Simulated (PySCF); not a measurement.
CdH2, SMILES [CdH2].

Geometry: PBE0-D3(BJ)/def2-TZVPD. The def2 effective core potentials stand for the cores of Cd; spin–orbit coupling is left out.

Vertical ionisation energy (IE) and electron affinity (EA) in eV. Rows of orbital energies are one-electron estimates. Where ΔSCF, EOM or ADC give a negative EA the extra electron is unbound and the value depends on the basis.

```
level                                               IE    EA
------------------------------------------------  ----  ----
−ε(HOMO), −ε(LUMO), CAM-B3LYP/def2-TZVPD (PySCF)  9.18  0.02
−ε(HOMO), −ε(LUMO), PBE/def2-TZVPD (PySCF)           ?     ?
```

Q: Fill in the missing entries. (Estimate from the structure and the level; the computed values follow.)

A: 
- −ε(HOMO), −ε(LUMO), PBE/def2-TZVPD (PySCF), IE: 6.70
- −ε(HOMO), −ε(LUMO), PBE/def2-TZVPD (PySCF), EA: 1.41
